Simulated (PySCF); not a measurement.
**From computed data to an observable: chemical shift, span and skew from a shielding tensor**

CH4Si, SMILES C[SiH] (connectivity only; charge and spin as stated), neutral, multiplicity 1. Atoms are numbered in the order given.

```xyz
6

Si     0.1146    -0.7516     0.0000
H     -1.3989    -0.9633     0.0000
C     -0.0036     1.1461     0.0000
H      0.9662     1.6434     0.0000
H     -0.5749     1.4826     0.8738
H     -0.5749     1.4826    -0.8738
```

Coordinates come from a B3LYP-D3(BJ)/def2-TZVP optimisation.

GIAO shieldings from KT2/pcSseg-2 run with PySCF, non-relativistic, no solvent. The symmetric part of the tensor of C3 has the principal values 57.9, 156.1, 193.2 ppm. The same nucleus in TMS has σ = 184.2 ppm at this level (PySCF, at its B3LYP-D3(BJ)/def2-TZVP geometry).

Problem. Work out the isotropic shielding, the ¹³C shift against TMS, the span and the skew.

Solution. 
σ(iso) = (σ11 + σ22 + σ33)/3 = 135.7 ppm. δ = σ(ref) − σ(iso) = 184.2 − (135.7) = 48.5 ppm.
Span Ω = σ33 − σ11 = 135.3 ppm. Skew κ = 3(σ(iso) − σ22)/Ω = -0.45. Tumbling in solution averages the tensor to δ; in a static solid the shielding alone would spread this spin-1/2 line over Ω.
